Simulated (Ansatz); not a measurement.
# Which is lower?

The two ends of one reaction step of Si2H8O2, singlet (PBE0-D4/def2-TZVP).

A:

```xyz
12
angstrom
Si 0.6672 -0.0443 -1.4053
O 1.0474 1.5009 -1.0078
O -0.6907 -0.5564 -0.6653
Si -1.3886 -0.9950 0.7493
H 0.4168 -0.1632 -2.8616
H 1.8234 -0.8509 -0.9580
H 1.2585 1.2974 1.6537
H 1.1889 1.0005 2.3362
H 0.5009 2.2055 -1.3584
H -1.8996 0.2066 1.4562
H -0.4055 -1.6950 1.6167
H -2.5188 -1.9061 0.4443
```

B:

```
12
angstrom
Si 0.4170 0.0623 -0.3642
O 2.0054 2.2791 -1.1348
O -0.5187 -1.2245 0.0577
Si -1.6138 -1.8474 1.0870
H 0.0128 0.4563 -1.7355
H 1.8279 -0.3774 -0.3134
H 1.9430 2.9779 -0.4792
H 0.1471 1.1546 0.6073
H 1.6478 2.6538 -1.9434
H -1.9666 -0.8537 2.1385
H -1.0569 -3.0617 1.7371
H -2.8450 -2.2195 0.3428
```

Ansatz 0.2.0; basis: def2-TZVPP; cores frozen in the correlated methods. B3LYP uses VWN-RPA correlation.

(1) Which structure is lower at CCSD(T), and by how much? (Judge from chemistry; the value comes from the calculation.)

The T1 diagnostic stays at or below 0.012.

## Answers

(1) The calculation gives: A, by 19.59 kcal/mol (electronic energy, against the other). By their contacts, A is a complex of Si₂H₆O₂ ([OH][SiH2][O][SiH3]) + H₂ and B is a complex of Si₂H₆O ([SiH3][O][SiH3]) + H₂O.

All methods give the same order:

| method | E(B) − E(A) (kcal/mol) |
| --- | --- |
| SPW92 | 17.56 |
| PBE-D4 | 18.40 |
| BLYP-D4 | 20.25 |
| r2SCAN-D4 | 20.42 |
| B97M-V | 19.56 |
| PBE0-D4 | 18.40 |
| B3LYP-D4 | 20.08 |
| r2SCAN0-D4 | 20.00 |
| BHLYP-D4 | 20.16 |
| CAM-B3LYP-D4 | 20.11 |
| wB97X-V | 19.39 |
| wB97M-V | 19.50 |
| B2PLYP | 20.02 |
| PBE-QIDH | 19.22 |
| RPA on PBE | 19.08 |
| HF | 19.79 |
| MP2 | 20.90 |
| CCSD | 19.28 |
| CCSD(T) | 19.59 |

Labels in which every atom is bracketed show which atoms are joined, not bond orders.

For scale, one of the runs: CCSD(T)/def2-TZVPP, 258 basis functions, launched by `ansatz run in.yaml --threads 4 --pin off --events-out ev --progress --plain --max-ram 9574MiB`. Hardware: 4 CPU threads of an Arm Neoverse V2, shared host. Wall time 2.2 min; peak host memory 5.7 GiB.
